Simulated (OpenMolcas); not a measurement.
**Pr4+: moving the ligands**

Pr4+ with 7 ligands (fluoride) in pentagonal bipyramidal coordination (D5h) at 2.23 Å. A charge of +0.429 e stands 2.6 Å behind each ligand. Ligand basis ANO-RCC-VDZP.

```
Program             : OpenMolcas 26.06
Method              : SS-CASPT2, IPEA 0.25 Eh, imaginary shift 0.1 Eh (closed shells correlated: 5s 5p and the ligand valence shells)
Basis               : ANO-RCC-VDZP [7s6p4d2f1g]
Scalar Hamiltonian  : DKH2, point nucleus
Active space        : 1 electron in 7 orbitals (4f)
State averaging     : 2S+1 = 2 odd, 7 roots
Spin-orbit coupling : state interaction with AMFI integrals over the reference wave functions
```

Runs around this geometry, states. Energies in cm-1 above the lowest state or level, χT in cm3 K/mol.

| R (Å) | Ground state | First state of that spin | First gap with spin-orbit (degeneracies) | Width of lowest J | χT at 300 K |
| --- | --- | --- | --- | --- | --- |
| 2.2 | 2S+1 = 2 | 960 | 990 (2, 2) | 1094 | 0.397 |
| 2.23 | 2S+1 = 2 | 870 | 950 (2, 2) | 1001 | 0.416 |
| 2.38 | 2S+1 = 2 | 560 | 670 (2, 2) | 791 | 0.511 |

Taking the width of the lowest J multiplet as R^-n, n = -ln(791 / 1094) / ln(2.38 / 2.2) = 4.1 between the shortest and longest distance.

Over all roots computed the reference weight is 0.68 in R = 2.2, 0.68 in R = 2.23, 0.68 in R = 2.38; a low but even weight reflects the number of correlated electrons. Splittings of an f shell from a small cluster at a set distance can be off by tens of per cent, mostly too small. No measured value stands beside these numbers; the geometry was imposed, not optimised, and the real ion may take another.

A state without a sure symmetry label is named by its multiplicity alone.
